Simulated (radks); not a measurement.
Task: Coherent X-ray form factor from a spherical all-electron density. All-electron calculation, Dirac Kohn-Sham, PBEsol, spin-unpolarised, spherical densities, finite nucleus; Fermi nuclear charge, rms radius of each element as measured or else 0.836 A^(1/3) + 0.57 fm. Program: a radial shooting solver on a logarithmic mesh with Libxc functionals.

sin(theta)/lambda (1/angstrom)  f0 (electrons)
0.05                                    73.808
0.1                                     70.814
0.15                                    67.085
0.2                                     63.289
0.25                                    59.648
0.3                                     56.197
0.4                                     49.874
0.5                                     44.358
0.6                                     39.614
0.8                                     31.962
1                                       26.161
1.25                                    21.039
1.5                                     17.772
2                                       14.052

The species is in the configuration that NIST lists as its ground one. Which atom or ion scatters so?

Result: Neutral rhenium, [Xe] 4f14 5d5 6s2. Extrapolating in s^2 from the first two rows gives f0(0) = 74.8, near the electron count 75; among species with that count, the fall with angle is slower the higher Z, and the table is that of Z = 75; from so few rows the species is fixed only to a neighbour or two.
